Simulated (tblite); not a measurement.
chlorotrifluoromethane (CClF₃), singlet, geometry from GFN2-xTB; GFN1-xTB run with tblite.

Here is a job for tblite.
```
$ tblite run mol.xyz --method gfn1 --charge 0 --spin 0 --grad --json tblite.json --no-restart

# file mol.xyz
5

F     -0.86134566    -0.63254016    -1.02874238
C     -0.35035604    -0.00774362     0.01889747
F     -0.84407447     1.21875581     0.05006863
F     -0.74576507    -0.64039210     1.11088556
Cl     1.42134135     0.03141469    -0.07666418
```

### Question
Write the output that tblite gives for this input, abridged.

### Answer

```
xTB calculator
 | screened Coulomb repulsion
 | Coulomb electrostatics
 |  * isotropic Klopman-Ohno-Mataga-Nishimoto electrostatics
 |  * onsite third-order electrostatics
 | DFT-D3(BJ) dispersion correction

halogen bonding energy    0.0000000000000E+00 Eh
repulsion energy          3.6851416046921E-02 Eh
dispersion energy        -1.0412264166047E-03 Eh
number of electrons       3.2000000000000E+01 e
integral cutoff           1.8692496428791E+01 bohr

------------------------------------------------------------
  cycle        total energy    energy error   density error
------------------------------------------------------------
      1     -21.41792019101  -2.1453730E+01   5.7595010E-01
      2     -21.79337006871  -3.7544988E-01   2.4757977E-01
      3     -21.79755091406  -4.1808454E-03   1.3989315E-01
      4     -21.79722309909   3.2781497E-04   2.3991832E-02
      5     -21.79733363108  -1.1053198E-04   2.0940383E-02
      6     -21.79800031156  -6.6668048E-04   1.1232452E-03
      7     -21.79800218147  -1.8699088E-06   2.2867032E-05
      8     -21.79800218145   1.6644464E-11   1.1983203E-05
------------------------------------------------------------

electronic energy        -2.1833812371080E+01 Eh
total energy             -2.1798002181450E+01 Eh

Post processing:
 | Mayer-Wiberg bond orders

[Info] Tight-binding results written to 'tblite.txt'
[Info] JSON dump of results written to 'tblite.json'
```
